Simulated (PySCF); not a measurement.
All values below come from PBE-D3(BJ)/def2-TZVP // PBE0-D4/def2-TZVP (PySCF). Gas-phase values, no solvent. Excitations are Tamm–Dancoff values on a coarser integration grid. The basis has no diffuse functions, so Rydberg states are missing or too high.

Reference species (SMILES): `C1CB1` (neutral, multiplicity 1).

```yaml
S1–T1 gap (TDA): 0.70 eV
HOMO: -6.11 eV
```

Changed species: `B(=C\C)/[H]`.

### Question
Give the shifts of the S1–T1 gap (TDA) and HOMO.

### Answer
the S1–T1 gap (TDA) drops by 0.22 eV, to 0.48 eV; the HOMO rises by 0.91 eV, to -5.20 eV.
